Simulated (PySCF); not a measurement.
**Dipole moment and polarisability of `C[C@@H](F)[C@H]1CC[SiH2]1`**

Compound: C5H11FSi.
Structure used (GFN2-xTB), in Å, numbered top down from 1:
```
atom  x, y, z in Å
C1    -2.4451    0.1340   -0.1062
C2    -1.2146   -0.7244   -0.3515
F3    -1.0766   -0.8999   -1.7247
C4     0.0524   -0.0968    0.1949
C5     1.3392   -0.9219   -0.0228
C6     2.2911    0.1933   -0.5001
Si7    0.8231    1.3899   -0.7502
H8    -2.6395    0.2051    0.9599
H9    -2.2798    1.1316   -0.5078
H10   -3.3122   -0.3035   -0.5956
H11   -1.3614   -1.7384    0.0500
H12   -0.1118    0.0992    1.2559
H13    1.1836   -1.6566   -0.8115
H14    1.6832   -1.4452    0.8694
H15    2.9849    0.4968    0.2816
H16    2.8826   -0.0792   -1.3703
H17    0.3664    1.5607   -2.1249
H18    0.8258    2.6616   -0.0227
```

Level: B3LYP/def2-SVPD (PySCF), static field, nuclei fixed, core orbitals frozen in the response. The polarisability tensor in these axes (au):

```
x   93.27  0.19 -0.59
y    0.19 88.05 -3.84
z   -0.59 -3.84 75.63
```

Question: What are the eigenvalues, a third of the trace, and Δα (Δα² = ½Σ(αi − αj)² over the three pairs)?

Answer: Principal values 74.53, 89.11 and 93.31 au; mean 85.65 au = 12.69 Å³ = 14.12 × 10⁻⁴⁰ C²·m²/J; Δα = 17.08 au (20 % of the mean).

Question: What is the dipole moment, and where does it point?

Answer: (0.03, 0.23, 1.76) D, 1.77 D in size, pointing from the negative to the positive side. Measured along this direction, the outermost atoms are H17 and F3 at the negative end and H12 at the positive end.

Question: Molar refractivity from α?

Answer: Lorentz–Lorenz: R = (4π/3)N_A α = 2.5225 cm³/(mol·Å³) × 12.69 Å³ = 32.0 cm³/mol, in the limit of long wavelengths.

Question: What depolarisation ratio follows for Rayleigh scattering of linearly polarised light, taking the static tensor?

Answer: ρ = 3Δα²/(45ᾱ² + 4Δα²) = 874.8/(330138 + 1166.4) = 0.00264.

Question: Directions of the eigenvectors, and the extent of the frame along each?

Answer: Largest value along (1.00, 0.07, -0.05), where the nuclei span 6.29 Å; middle along (-0.08, 0.96, -0.27), 4.25 Å; least along (0.03, 0.27, 0.96), 3.17 Å. The response follows the extents in order.

Question: Sum over states: ᾱ = Σ f/ω², ω in Eh. What share falls to these 8 lowest TDDFT singlets (eV, f)? 6.64, 0.0175; 6.90, 0.0602; 7.08, 0.0147; 7.27, 0.0203; 7.62, 0.0645; 7.72, 0.0124; 7.76, 0.0043; 7.81, 0.0195.

Answer: They add up to 3.00 au, 3.5 % of the 85.65 au; the largest single term is 0.94 au, from the state at 6.90 eV. Terms in order: 0.29, 0.94, 0.22, 0.28, 0.82, 0.15, 0.05, 0.24 au. Higher excitations give the rest. The strengths listed sum to 0.213.

Question: Give the eigenvalues of the traceless quadrupole moment Θ = ½Σq(3rr − r²1), origin at the centre of nuclear charge.

Answer: -5.03, 0.42, 4.61 D·Å. The values depend on the origin, since the dipole doesn't vanish. The electronic extent ⟨r²⟩ about the same centre is 1000 bohr², a root-mean-square distance of 2.09 Å for the 64 electrons.

The structure is a single GFN2-xTB conformer in the gas phase; no vibrational or solvent corrections.
